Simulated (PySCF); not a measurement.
NbBr₅, SMILES [Br][Nb]([Br])([Br])([Br])[Br], multiplicity 1. Atoms are numbered in the order given.

```xyz
6

Nb     0.0000     0.0000     0.0000
Br     2.4252     0.0000     0.0000
Br     0.0000     0.0000     2.4758
Br     0.0000     0.0000    -2.4758
Br    -1.2126    -2.1003     0.0000
Br    -1.2126     2.1003     0.0000
```
Charge 0, spin multiplicity 1.

Geometry optimised at PBE0-D3(BJ)/def2-SVP. The spin state was assumed, not searched. The def2 effective core potentials stand for the cores of Nb; spin–orbit coupling is left out.

Level of theory: TDA-PBE/def2-SVPD (PySCF).

Vertical excitations; the highest root listed may be one member of a degenerate set. The molecule is in vacuum. State labels are in the subgroup C2v.

Problem. Give excitation energies, oscillator strengths and character. (Estimate from the structure and the level; the computed values follow.)

Solution. 
```json
[
 {"state": "S1", "symmetry": "B1", "energy (eV)": "2.15", "λ (nm)": "576", "f": "0.000", "main pairs": "HOMO→LUMO+1 50 %, HOMO−1→LUMO 50 %"},
 {"state": "S2", "symmetry": "A1", "energy (eV)": "2.30", "λ (nm)": "539", "f": "0.004", "main pairs": "HOMO−1→LUMO+1, HOMO→LUMO, HOMO−2→LUMO+1 (degenerate set)"},
 {"state": "S3", "symmetry": "B1", "energy (eV)": "2.30", "λ (nm)": "539", "f": "0.004", "main pairs": "HOMO−1→LUMO, HOMO→LUMO+1, HOMO−2→LUMO (degenerate set)"},
 {"state": "S4", "symmetry": "A2", "energy (eV)": "2.62", "λ (nm)": "473", "f": "0.000", "main pairs": "HOMO−4→LUMO 50 %, HOMO−3→LUMO+1 50 %"},
 {"state": "S5", "symmetry": "A2", "energy (eV)": "2.72", "λ (nm)": "456", "f": "0.000", "main pairs": "HOMO−3→LUMO+1, HOMO−4→LUMO (degenerate set)"},
 {"state": "S6", "symmetry": "B2", "energy (eV)": "2.72", "λ (nm)": "456", "f": "0.000", "main pairs": "HOMO−3→LUMO, HOMO−4→LUMO+1 (degenerate set)"},
 {"state": "T1", "symmetry": "A1", "energy (eV)": "1.97", "λ (nm)": "628", "f": "0", "main pairs": "HOMO−1→LUMO+1 50 %, HOMO→LUMO 50 %"},
 {"state": "T2", "symmetry": "A1", "energy (eV)": "2.05", "λ (nm)": "604", "f": "0", "main pairs": "HOMO→LUMO 50 %, HOMO−1→LUMO+1 50 %"}
]
```
Triplets are in the Tamm–Dancoff approximation.
